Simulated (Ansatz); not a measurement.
Isolated molecules relaxed with PBE0-D4/def2-TZVP in Ansatz; ΔE leaves out vibrations. CCSD(T)/CBS adds triple-zeta CCSD(T) − MP2 to the extrapolated MP2 energy (def2 sets, frozen cores). Functionals use def2-TZVPP. One conformer a species, not always the lowest.

Reaction (isomerisation): `B[SiH2]N[SiH3]` → `[SiH3]BN[SiH3]`

`B[SiH2]N[SiH3]`:

Cartesian coordinates in Å:
```
B 0.309 -1.929 1.704
Si 0.689 -0.227 0.718
N -0.613 0.268 -0.313
Si -0.565 1.349 -1.656
H 1.195 -2.500 2.269
H -0.791 -2.393 1.805
H 1.003 0.773 1.793
H 1.917 -0.319 -0.121
H -1.532 -0.017 -0.006
H -0.994 2.736 -1.317
H -1.459 0.862 -2.741
H 0.840 1.398 -2.135
```

`[SiH3]BN[SiH3]`:

Z-matrix (Å, degrees):
```
Si
B 1 2.024
H 1 1.492 2 114.7
H 1 1.491 2 109.8 3 -121.1
H 1 1.491 2 109.8 3 121.1
N 2 1.399 1 123.9 3 0.0
H 2 1.202 1 118.1 3 -180.0
Si 6 1.752 2 127.8 1 0.0
H 6 1.011 2 116.7 1 -180.0
H 8 1.483 6 110.9 2 -60.8
H 8 1.485 6 106.6 2 179.9
H 8 1.483 6 110.9 2 60.7
```

CCSD(T)/CBS gives -21.5 kcal/mol.

**Question.** Another level gave -22.0 kcal/mol. Which?
A. B2PLYP/def2-TZVPP
B. SCS-MP2/def2-TZVPP
C. PBE/def2-TZVPP
D. PBE0/def2-TZVPP

**Answer.** A. B2PLYP -22.0, PBE0 -23.2, PBE -24.7, SCS-MP2/def2-TZVPP -21.0 kcal/mol.

Largest T1 diagnostic among the species: 0.014.

From PBE to PBE0 (25 % exact exchange), in def2-TZVPP and without D4, ΔE moves by +1.5 kcal/mol. In def2-TZVPP, CCSD(T) changes the Hartree–Fock value by −4.7 kcal/mol (the triples alone add −1.0 kcal/mol) and MP2 by −4.3 kcal/mol.
